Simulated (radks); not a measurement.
Values are calculated unless marked as measured or tabulated.
Spherical quantum dot in the effective-mass picture: electrons in a hard-walled sphere of radius 2.46, all in effective atomic units (hartree* = m*/eps^2 hartree, bohr* = eps/m* bohr), one dielectric constant everywhere. Level of theory: non-relativistic Kohn-Sham, r2SCAN, spin-polarised, spherical densities, generalised Kohn-Sham scheme (a radial shooting solver with Libxc functionals). Levels are named by radial order and angular momentum (1s, 1p, 1d, 2s, ...), and open shells are averaged over m. Results are scaled to m* = 0.572 and eps = 12.4, for which hartree* = 101.2 meV and bohr* = 1.147 nm.

N = 8, configuration 1s2 1p6. This is the lowest configuration that the search found. Occupied and some empty levels:

level  occupation  eigenvalue (meV)  <r> (nm)
1s              2            515.46     1.627
1p              6            581.73     1.791
1d              0            679.69     1.905
2s              0            784.75     1.343
1f              0            804.64     1.989

Energy (meV): total 2745.93, kinetic 1240.8, external 0, Hartree 1917.1, exchange-correlation -411.91.
